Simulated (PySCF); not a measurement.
# MAl cations for M along the halogens

PBE0 with triple-zeta basis sets in PySCF, for the lowest determinant that a PBE0 search found; no spin–orbit coupling. De refers to high-spin ground-configuration atoms (the charge goes to the atom of lower measured ionisation energy or higher electron affinity, which is not always the lowest computed limit). A positive dipole points towards Al; it is taken about the centre of mass and depends on that origin.

```json
{"M": "F", "basis": "def2-TZVPPD", "charged atom": "Al+", "state (unpaired electrons)": "doublet (σ ↑)", "Re (Å)": "1.601", "ωe (cm⁻¹)": "935", "De (eV)": "3.29", "μ (D)": "5.31"}
{"M": "Cl", "basis": "def2-TZVPPD", "charged atom": "Al+", "state (unpaired electrons)": "doublet (σ ↑)", "Re (Å)": "2.024", "ωe (cm⁻¹)": "599", "De (eV)": "2.13", "μ (D)": "5.55"}
{"M": "Br", "basis": "def2-TZVPPD", "charged atom": "Al+", "state (unpaired electrons)": "doublet (σ ↑)", "Re (Å)": "2.181", "ωe (cm⁻¹)": "464", "De (eV)": "1.75", "μ (D)": "6.92"}
```

The shortest bond is that of AlF⁺ (1.601 Å), the longest that of AlBr⁺ (2.181 Å). AlF⁺ is bound most strongly (3.29 eV) and AlBr⁺ least (1.75 eV).

Down a group the atoms grow and get heavier, so bonds lengthen and wavenumbers fall; this series shows no clear exception.

Spin–orbit coupling is left out. For an ion De counts to the pair picked by the measured ionisation energies or electron affinities, which need not be the lowest pair at this level. States were picked by a PBE0 search and need not be the measured ground states.
